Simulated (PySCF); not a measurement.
**Bi⁶⁶⁺: fine-structure interval**

Bi⁶⁶⁺ [Ne] 3s2 3p5 [3p1/2^2 3p3/2^3, M_J = 3/2] → Bi⁶⁶⁺ [Ne] 3s2 3p5 [3p1/2^1 3p3/2^4, M_J = 1/2], as a difference of total energies. Calculation: PySCF 2.14, in an uncontracted even-tempered set (17 s from 23 bohr⁻², ratio 2.4; 15 p from 29 bohr⁻², ratio 2.4; 4 d from 100 bohr⁻², ratio 2.6; 4 f from 160 bohr⁻², ratio 2.6); the two-component X2C-1e Hamiltonian. Correlated levels: 1s2 frozen; the 50 highest virtual spinors dropped. "Screened" scales the spin-orbit matrix elements by Boettger's factors to mimic the two-electron term; Breit and QED terms are absent.

```json
{"method": "GHF (screened spin-orbit)", "fine-structure interval (cm⁻¹)": "4968100"}
{"method": "GMP2 (screened spin-orbit)", "fine-structure interval (cm⁻¹)": "4968000"}
{"method": "GHF (bare spin-orbit)", "fine-structure interval (cm⁻¹)": "5109300"}
```
